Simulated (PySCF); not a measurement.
# How methods differ on the fine-structure interval of Ru²⁷⁺

Ru²⁷⁺ [Ne] 3s2 3p5 [3p1/2^2 3p3/2^3, M_J = 3/2] → Ru²⁷⁺ [Ne] 3s2 3p5 [3p1/2^1 3p3/2^4, M_J = 1/2], as a difference of total energies. All numbers are calculated (PySCF 2.14, the two-component X2C-1e Hamiltonian, in an even-tempered Gaussian basis (19 s from 4 bohr⁻², ratio 2.4; 14 p from 5.2 bohr⁻², ratio 2.4; 5 d from 22 bohr⁻², ratio 2.6; 4 f from 33 bohr⁻², ratio 2.6)). Correlated levels: 1s2 frozen; the 56 highest virtual spinors dropped. "Screened" scales the spin-orbit matrix elements by Boettger's factors to mimic the two-electron term; Breit and QED terms are absent.

```csv
method,fine-structure interval (cm⁻¹)
GHF (screened spin-orbit),240410
GMP2 (screened spin-orbit),241720
GHF (bare spin-orbit),252290
```
